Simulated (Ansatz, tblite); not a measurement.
Cost and result up the ladder for Zn3O6H6, a hydroxylated oxide cluster (15 atoms). The state is a singlet with charge 0. Geometry: r2SCAN-D4/def2-SVP.

```xyz
15

Zn   -0.9123    1.6964    2.1942
Zn    0.0536   -0.0156    0.0356
Zn    0.9525   -1.7647   -2.1200
O     0.7010    0.7983    1.6752
O     0.8841    0.1175   -1.7230
O    -1.3933    2.7105    3.5930
O    -1.5625    0.9536    0.5409
O     1.4579   -2.9447   -3.3724
O     0.1502   -1.9124   -0.3821
H     1.5786    0.8597    2.0613
H     0.9085    0.8627   -2.3299
H    -2.3018    3.0269    3.5156
H    -2.4724    0.8114    0.2650
H     1.8577   -2.5121   -4.1370
H     0.0983   -2.6876    0.1837
```

Ansatz on 2 threads of AMD EPYC 7R13 on a shared host and a share (18 GiB) of an NVIDIA H100 80GB HBM3; xTB runs through tblite on one thread. Times are rough, summed over both states, and most runs start from the orbitals of an earlier one. PBE0-D4/def2-TZVP serves as the yardstick here, not as an exact answer. The other state is a doublet.

The xTB rows come from tblite. B3LYP takes the VWN-RPA correlation. HOMO above LUMO, or a gap near zero within one spin, warns that the state may not be the lowest or that an electron is smeared out.

Raw xTB energies of ions are shifted by several eV.

```tsv
level	functions	wall time	vertical IE (eV)	difference from PBE0-D4/def2-TZVP (eV)	remarks
GFN1-xTB	48	0.026 s	14.08	4.82	–
GFN2-xTB	42	0.031 s	14.72	5.46	–
PBE-D4/def2-TZVP	366	12 s	8.46	-0.80	gap within one spin near zero (+1 doublet)
B3LYP-D4/def2-TZVP (with forces)	366	18 s	9.22	-0.05	–
PBE0-D4/def2-TZVP (with forces)	366	18 s	9.26	0.00	–
```
